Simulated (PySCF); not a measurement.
Atom-mapped SMILES (the numbers label the heavy atoms): `[CH:1]#[C:2][CH2:3][SiH:4]1[CH2:5][CH2:6]1`; H(Xn) means a hydrogen on atom n. Ha(C5), Ha(C6) are cis to C3 on the ring; Hb(C5), Hb(C6) are trans to C3 on the ring.

Geometry: PBE0-D3(BJ)/def2-SVP; GIAO shifts from PySCF, gas phase, non-relativistic, averaged over equivalent atoms.

At BP86/pcSseg-1 (149 basis functions, 21 s wall time on 1 thread of an Arm Neoverse V1, shared host):
```csv
atoms,δ (ppm)
C2,80.8
C1,70.3
C3,3.7
C5/C6,-4.3
Si4,-109.2
H(Si4),3.33
H(C1),1.68
H(C3),1.63
Hb(C5)/Hb(C6),0.56
Ha(C5)/Ha(C6),0.53
```

Referencing at the same level of theory: TMS for ¹³C (σ = 179.74 ppm) and ²⁹Si (σ = 333.91 ppm) and ¹H (σ = 31.27 ppm).

Question: What do these become at BHandHLYP/pcSseg-1?

Answer: 
```json
{"atoms": "C2", "δ at BHandHLYP/pcSseg-1": "82.7", "change": "+1.9"}
{"atoms": "C1", "δ at BHandHLYP/pcSseg-1": "74.4", "change": "+4.1"}
{"atoms": "C3", "δ at BHandHLYP/pcSseg-1": "0.0", "change": "-3.7"}
{"atoms": "C5/C6", "δ at BHandHLYP/pcSseg-1": "-8.1", "change": "-3.8"}
{"atoms": "Si4", "δ at BHandHLYP/pcSseg-1": "-104.8", "change": "+4.4"}
{"atoms": "H(Si4)", "δ at BHandHLYP/pcSseg-1": "3.19", "change": "-0.14"}
{"atoms": "H(C1)", "δ at BHandHLYP/pcSseg-1": "1.97", "change": "+0.29"}
{"atoms": "H(C3)", "δ at BHandHLYP/pcSseg-1": "1.39", "change": "-0.24"}
{"atoms": "Hb(C5)/Hb(C6)", "δ at BHandHLYP/pcSseg-1": "0.43", "change": "-0.13"}
{"atoms": "Ha(C5)/Ha(C6)", "δ at BHandHLYP/pcSseg-1": "0.37", "change": "-0.16"}
```

δ = σ(ref) − σ, references computed at the same level: ¹³C (σref 183.98) and ²⁹Si (σref 358.43) and ¹H (σref 31.44) vs TMS.

The largest change is at Si4 (silicon bonded to 3 C, H, in a 3-membered ring). Cost: 149 basis functions, 13 s wall time on 1 thread of an Arm Neoverse V1, shared host. The order of the carbon signals is the same at both levels.
